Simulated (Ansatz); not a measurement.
Consider the formal exchange of groups at the Se–B bond: `CC[Se]B(O)O` + SiH₄ → `CC[Se][SiH3]` + `OBO`.

Calculated with Ansatz (gas phase, PBE0-D4/def2-TZVP geometries, no zero-point term in ΔE). CBS: MP2 limit from def2 TZ/QZ plus the TZ coupled-cluster correction, frozen cores. This one scheme is used for every species. Functionals use def2-TZVPP. B3LYP here is the variant with VWN-RPA as its local correlation; programs differ in this. For Se outer-core shells are correlated without core-valence functions, which leaves a few kJ/mol of doubt a bond. Scalar relativity is left out up to krypton. Each species was taken in one conformer, which may not be the lowest.

```csv
level,ΔE (eV)
r2SCAN-D4,-0.02
PBE0-D4,-0.05
B3LYP-D4,-0.05
ωB97M-V,-0.04
PBE0,-0.07
B3LYP,-0.08
CCSD(T)/def2-TZVPP,0.00
CCSD/CBS(def2),-0.07
```

What does CCSD(T)/CBS give? (An estimate is asked.)

Computed: -0.05 eV. The listed levels differ from it by 0.03, 0.00, 0.00, 0.01, -0.02, -0.03, 0.05, -0.02 eV.

Largest T1 diagnostic among the species: 0.013.

In def2-TZVPP, CCSD(T) changes the Hartree–Fock value by +0.10 eV (the triples alone add +0.02 eV) and MP2 by +0.09 eV. The D4 term adds +0.03 eV with B3LYP and +0.02 eV with PBE0; it sums over pairs of atoms, weighted by their polarisabilities, and B3LYP, whose exchange is more repulsive, gets the larger term.
